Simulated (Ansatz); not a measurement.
`[GeH3][Te][GeH3]` and `[GeH3][TeH]` differ in one atom or group.

Ansatz, PBE0-D4/def2-TZVP geometries, multiplicity 1. 

Elements past krypton have def2 core potentials. Scalar relativity is left out up to krypton.

```csv
property,`[GeH3][Te][GeH3]`
HOMO energy (PBE/def2-TZVPP) / eV,-5.37
LUMO energy (ωB97M-V/def2-TZVPP) / eV,0.82
size of the dipole moment (PBE/def2-TZVPP) / D,0.69
HOMO–LUMO gap (PBE/def2-TZVPP) / eV,3.67
LUMO energy (B3LYP/def2-TZVPP) / eV,-1.16
LUMO energy (PBE/def2-TZVPP) / eV,-1.70
```

(1) What does the change do to each property? (An estimate is asked.)

Results:

(1) Ansatz gave: 
```csv
property,`[GeH3][TeH]`,shift
HOMO energy (PBE/def2-TZVPP) / eV,-5.42,-0.05
LUMO energy (ωB97M-V/def2-TZVPP) / eV,0.86,0.04
size of the dipole moment (PBE/def2-TZVPP) / D,0.65,-0.04
HOMO–LUMO gap (PBE/def2-TZVPP) / eV,3.73,0.06
LUMO energy (B3LYP/def2-TZVPP) / eV,-1.15,0.01
LUMO energy (PBE/def2-TZVPP) / eV,-1.69,0.01
```

The zero-point energy changes by -45.4 kJ/mol with -9 modes. Dipoles are sizes alone; their direction can turn.

B3LYP here is the variant with VWN-RPA as its local correlation; programs differ in this.

Spin–orbit coupling is left out; it splits and shifts lone-pair levels of the heavy atoms by tenths of an eV.
